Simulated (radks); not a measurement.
Task: Ta3+, configuration [Kr] 4d10 4f14 5s1 5p6 5d2 5f1 (not the ground configuration). Calculated with a radial shooting solver on a logarithmic mesh with Libxc functionals: scalar-relativistic Kohn-Sham, MS2 meta-GGA, spin-polarised, spherical densities, finite nucleus; open shells are filled with parallel spins first (spin-orbit coupling, left out, can overturn this in heavy ions); meta-GGA in the generalised Kohn-Sham scheme; Fermi nuclear charge, rms radius 5.3507 fm. Some entries of the table are withheld. Estimate them.

orbital,occ.,eigenvalue (eV),<1/r> (bohr^-1),<r> (bohr)
1s up,1,-67437.43,85.43,0.01866
1s down,1,-67437.30,85.43,0.01866
2s up,1,-11628.52,19.97,0.07891
2s down,1,-11628.29,19.97,0.07891
2p up,3,-10190.48,18.15,0.07056
2p down,3,-10190.27,18.15,0.07056
3s up,1,-2699.351,7.397,0.2046
3s down,1,-2699.242,7.396,0.2046
3p up,3,-2270.065,6.838,0.2048
3p down,3,-2269.938,6.838,0.2047
3d up,5,-1770.240,6.461,0.1857
3d down,5,-1770.059,6.461,0.1857
4s up,1,-584.3160,3.130,0.4585
4s down,1,-584.1452,3.129,0.4586
4p up,3,-443.2930,2.849,0.4874
4p down,3,-443.1253,2.848,0.4873
4d up,5,-262.7506,2.530,0.5230
4d down,5,-262.4523,2.532,0.5225
5s up,1,(1),1.222,1.087
5s down,0,(2),1.229,1.083
5p up,3,-77.0144,1.041,1.253
5p down,3,-74.4033,1.046,1.249
4f up,7,-63.8722,2.010,0.6329
4f down,7,-63.1520,2.022,0.6271
5d up,2,-36.6268,0.7490,1.707
5d down,0,-33.9162,0.7473,1.712
5f up,1,-12.3412,0.3151,(3)

Result: 
(1) 5s up eigenvalue (eV): -111.6359
(2) 5s down eigenvalue (eV): -109.3006
(3) 5f up <r> (bohr): 3.872
